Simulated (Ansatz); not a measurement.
AlO+, multiplicity 3 (lowest of 2S+1 = 1, 3, 5 at CCSD(T)/def2-TZVPP on PBE0 minima; our sources give no spin for the ground state, which may be another), most abundant isotopes (15.9949 and 26.9815 u). Constants from fifth-degree fits in 1/R to seven points on the lowest solution found; no spin–orbit coupling, no relativity up to Kr; ω_e x_e and α_e move by some per cent with the fit.

Cores are frozen in the correlated methods. CBS: X⁻³ extrapolation of the correlation energy, Hartree–Fock from the larger set.

The values were computed with Ansatz (a quantum-chemistry and plane-wave program) with Gaussian orbitals. 

| level | r_e (Å) | ω_e (cm⁻¹) | ω_e x_e (cm⁻¹) | α_e (cm⁻¹) |
|---|---|---|---|---|
| PBE/def2-TZVPP | 1.7600 | 719.8 | 6.86 | 0.00610 |
| CCSD(T)/CBS(aug-cc-pV(T+d)Z, aug-cc-pV(Q+d)Z) | 1.7260 | 801.6 | 6.79 | 0.00575 |

Derive the rotational constants, the centrifugal constant, the fundamental, the zero-point energy and the force constant.


μ = 10.04195 u.
- PBE/def2-TZVPP: B_e = 16.8576/(μ r_e²) = 0.54197 cm⁻¹; B₀ = B_e − α_e/2 = 0.53892 cm⁻¹; D = 4B_e³/ω_e² = 1.23e-06 cm⁻¹; fundamental ω_e − 2ω_e x_e = 706 cm⁻¹; zero-point energy ω_e/2 − ω_e x_e/4 = 358 cm⁻¹; k = μ(2πcω_e)² = 307 N/m
- CCSD(T)/CBS(aug-cc-pV(T+d)Z, aug-cc-pV(Q+d)Z): B_e = 16.8576/(μ r_e²) = 0.56350 cm⁻¹; B₀ = B_e − α_e/2 = 0.56063 cm⁻¹; D = 4B_e³/ω_e² = 1.11e-06 cm⁻¹; fundamental ω_e − 2ω_e x_e = 788 cm⁻¹; zero-point energy ω_e/2 − ω_e x_e/4 = 399 cm⁻¹; k = μ(2πcω_e)² = 380 N/m
